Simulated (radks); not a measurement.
Question: The silicon ion Si4+, [Ne]. Method: non-relativistic Kohn-Sham, r2SCAN, spin-polarised, spherical densities, point nucleus; meta-GGA in the generalised Kohn-Sham scheme; computed with a radial shooting solver on a logarithmic mesh with Libxc functionals. Every spin shell is full or empty, so the densities are truly spherical. Functionals are evaluated on that one density, not self-consistently. Rank these orbital-free kinetic functionals by their error against the exact value of the orbitals, and give that value: Thomas-Fermi, TF + vW, TF + vW/5, LC94, APBEK, revAPBEK, Perdew 92, Thakkar, Pearson, LKT, PG1, DePristo-Kress, Ernzerhof.

Answer: Exact: 285.235 hartree. From best to worst, with 100 (|E| - |E exact|)/|E exact| (equal figures are ties): Thakkar +0.14, DePristo-Kress +0.26, LC94 +0.30, Perdew 92 -0.31, APBEK +0.42, Ernzerhof +0.51, revAPBEK +0.82, Pearson -1.63, TF + vW/5 +5.39, Thomas-Fermi -7.46, PG1 +27.18, LKT +33.21, TF + vW +56.80.
